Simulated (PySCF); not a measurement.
# Finite-field polarisability of Ba (barium, neutral)

[Xe] 6s2, closed-shell 1S. Calculation: PySCF 2.14, in aug-cc-pwCVTZ-X2C (11s10p8d4f, 109 functions); the spin-free X2C one-electron Hamiltonian (Gaussian nucleus). Frozen: [Kr] 4d10. Energy changes in a uniform field (μhartree):

| axis | F (au) | HF | MP2 | CCSD | CCSD(T) |
| --- | --- | --- | --- | --- | --- |
| x | 0.00079 | -101.266 | -72.325 | -89.243 | -87.328 |
| x | 0.00158 | -405.590 | -289.512 | -357.212 | -349.526 |

Derive α along x at CCSD(T) from the two fields.

With ΔE = −αF²/2 − γF⁴/24, α = −(16 ΔE(F) − ΔE(2F))/(6F²) = 279.8 bohr³.

And the mean polarisability at each level?

HF 324.4, MP2 231.7, CCSD 285.9, CCSD(T) 279.8 bohr³. Reference: 272 ± 10 bohr³ (recommended; Schwerdtfeger and Nagle, table of static dipole polarizabilities (2023 update)).
